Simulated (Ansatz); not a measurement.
The same molecule with X = Ti, Zr, Hf. Ansatz, PBE0-D4/def2-TZVP geometries, multiplicity 1. Each molecule was computed in one conformer, which needn't be the lowest.

Elements past krypton have def2 core potentials. Scalar relativity is left out up to krypton.

```csv
X,molecule,mean X–Cl bond length / Å,mean X–O bond length / Å,HOMO–LUMO gap (ωB97M-V/def2-TZVPP) / eV,HOMO–LUMO gap (B3LYP/def2-TZVPP) / eV,HOMO–LUMO gap (PBE0/def2-TZVPP) / eV
Ti,`CC[O][Ti]([Cl])([O]CC)[O]CC`,2.242,1.767,11.32,6.36,6.88
Zr,`CC[O][Zr]([Cl])([O]CC)[O]CC`,2.393,1.910,11.31,7.45,7.92
```

Problem. Give the row for X = Hf, `CC[O][Hf]([Cl])([O]CC)[O]CC`. (Estimate.)

Solution. Computed: 
| X | molecule | mean X–Cl bond length / Å | mean X–O bond length / Å | HOMO–LUMO gap (ωB97M-V/def2-TZVPP) / eV | HOMO–LUMO gap (B3LYP/def2-TZVPP) / eV | HOMO–LUMO gap (PBE0/def2-TZVPP) / eV |
| --- | --- | --- | --- | --- | --- | --- |
| Hf | `CC[O][Hf]([Cl])([O]CC)[O]CC` | 2.388 | 1.911 | 11.61 | 7.56 | 8.06 |

From Ti to Hf the mean X–Cl bond length isn't monotonic: highest at Zr, lowest at Ti; the mean X–O bond length rises at each step, by 0.144 Å in all; the HOMO–LUMO gap (ωB97M-V/def2-TZVPP) isn't monotonic: highest at Hf, lowest at Zr; the HOMO–LUMO gap (B3LYP/def2-TZVPP) rises at each step, by 1.20 eV in all; the HOMO–LUMO gap (PBE0/def2-TZVPP) rises at each step, by 1.18 eV in all.

B3LYP here is the variant with VWN-RPA as its local correlation; programs differ in this.
